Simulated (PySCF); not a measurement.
## Ionisation energy of Zr²²⁺ by level of theory

Zr²²⁺ [Ar] (1S) → Zr²³⁺ [Ne] 3s2 3p5 (2P), as a difference of total energies. All numbers are calculated (PySCF 2.14, the spin-free X2C one-electron Hamiltonian (Gaussian nucleus), in an uncontracted even-tempered set (18 s from 2.5 bohr⁻², ratio 2.5; 12 p from 3.2 bohr⁻², ratio 2.5; 5 d from 17 bohr⁻², ratio 2.7; 4 f from 25 bohr⁻², ratio 2.7)). Correlated levels: outer shells: 1s2 frozen; virtual orbitals above 40 to 60 times the deepest correlated orbital energy dropped. The calculations carry no spin-orbit coupling.

```tsv
method	ionisation energy (eV)
UHF	1097.5
MP2 (outer shells)	1098.4
SCS-MP2 (outer shells)	1098.2
CCSD (outer shells)	1098.2
CCSD(T) (outer shells)	1098.2
```

A first-order spin-orbit estimate (lowest level to lowest level, LS coupling) adds -5.890 eV.

Breit and QED terms and the two-electron picture change are absent.

For comparison: 1092 ± 3 eV (semi-empirical (NIST evaluation); NIST Atomic Spectra Database, ionization energies).
